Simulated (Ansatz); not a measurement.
Cost and result for the atomization energy of CH2AlFSe (6 atoms, 6 bonds).

Z-matrix (Å, degrees):
```
Al
C 1 1.967
Se 1 2.601 2 43.3
H 1 1.580 2 116.7 3 -95.8
H 1 1.580 2 116.6 3 95.8
F 2 1.303 1 149.8 3 -180.0
```

The species carries charge 0 and has multiplicity 1. Correlated methods include outer-core shells of Se, which these sets cover unevenly. Scalar relativity is left out up to krypton. The bonds changed during the relaxation, so this is another structure than the one it started from. The geometry is a stationary point of PBE0-D4/def2-TZVP. Program: Ansatz. All runs use 2 threads of an Arm Neoverse V2 on a shared host. Times are those of one run each, without the atoms' runs, and a repeat can differ threefold. Electronic energies, without spin–orbit coupling; frozen cores. CCSD(T)/CBS adds CCSD(T) − MP2 in def2-TZVPP to the MP2 limit, and its time is that of the two runs behind it. T1 = 0.018. With those shells the extrapolation isn't a true limit. B3LYP takes the VWN-RPA correlation (the form of Gaussian; ORCA's B3LYP/G).

CCSD(T)/CBS is a level of theory with its own doubt, some kJ/mol a heavy atom from the limit and from the frozen cores, so smaller differences don't rank the functionals.

```json
{"level": "BLYP-D4/def2-TZVPP", "functions": "180", "wall time": "2.5 s", "atomization (kcal/mol)": "433.1", "difference from CCSD(T)/CBS": "0.7", "per bond": "0.1"}
{"level": "PBE-D4/def2-TZVPP (with forces)", "functions": "180", "wall time": "2.9 s", "atomization (kcal/mol)": "446.9", "difference from CCSD(T)/CBS": "14.5", "per bond": "2.4"}
{"level": "PBE0-D4/def2-TZVPP", "functions": "180", "wall time": "3.7 s", "atomization (kcal/mol)": "429.7", "difference from CCSD(T)/CBS": "-2.7", "per bond": "-0.4"}
{"level": "CCSD(T)/def2-SVP", "functions": "88", "wall time": "4.3 s", "atomization (kcal/mol)": "400.5", "difference from CCSD(T)/CBS": "-31.9", "per bond": "-5.3"}
{"level": "B3LYP-D4/def2-TZVPP (with forces)", "functions": "180", "wall time": "5.5 s", "atomization (kcal/mol)": "427.4", "difference from CCSD(T)/CBS": "-5.0", "per bond": "-0.8"}
{"level": "r2SCAN-D4/def2-TZVPP (with forces)", "functions": "180", "wall time": "6.5 s", "atomization (kcal/mol)": "436.5", "difference from CCSD(T)/CBS": "4.1", "per bond": "0.7"}
{"level": "r2SCANh-D4/def2-TZVPP", "functions": "180", "wall time": "7 s", "atomization (kcal/mol)": "430.1", "difference from CCSD(T)/CBS": "-2.3", "per bond": "-0.4"}
{"level": "B97M-V/def2-TZVPP", "functions": "180", "wall time": "10 s", "atomization (kcal/mol)": "437.4", "difference from CCSD(T)/CBS": "5.0", "per bond": "0.8"}
{"level": "ωB97X-V/def2-TZVPP", "functions": "180", "wall time": "10 s", "atomization (kcal/mol)": "431.2", "difference from CCSD(T)/CBS": "-1.2", "per bond": "-0.2"}
{"level": "ωB97M-V/def2-TZVPP (with forces)", "functions": "180", "wall time": "14 s", "atomization (kcal/mol)": "429.1", "difference from CCSD(T)/CBS": "-3.3", "per bond": "-0.6"}
{"level": "MP2/def2-QZVPP", "functions": "333", "wall time": "18 s", "atomization (kcal/mol)": "439.2", "difference from CCSD(T)/CBS": "6.8", "per bond": "1.1"}
{"level": "CCSD(T)/def2-TZVPP", "functions": "180", "wall time": "76 s", "atomization (kcal/mol)": "416.9", "difference from CCSD(T)/CBS": "-15.5", "per bond": "-2.6"}
{"level": "CCSD(T)/CBS(def2)", "functions": "–", "wall time": "94 s", "atomization (kcal/mol)": "432.4", "difference from CCSD(T)/CBS": "0.0", "per bond": "0.0"}
```

From PBE to PBE0 (25 % exact exchange), in def2-TZVPP and without D4, the atomization energy moves by −16.7 kcal/mol: exact exchange takes away binding that semilocal exchange gives to molecules. In def2-TZVPP, CCSD(T) changes the Hartree–Fock value by +136.8 kcal/mol (the triples alone add +12.7 kcal/mol) and MP2 by +150.0 kcal/mol; breaking electron pairs costs correlation energy, which Hartree–Fock lacks. The D4 term adds +5.2 kcal/mol with B3LYP and +2.7 kcal/mol with PBE0; it sums over pairs of atoms, weighted by their polarisabilities, and B3LYP, whose exchange is more repulsive, gets the larger term.
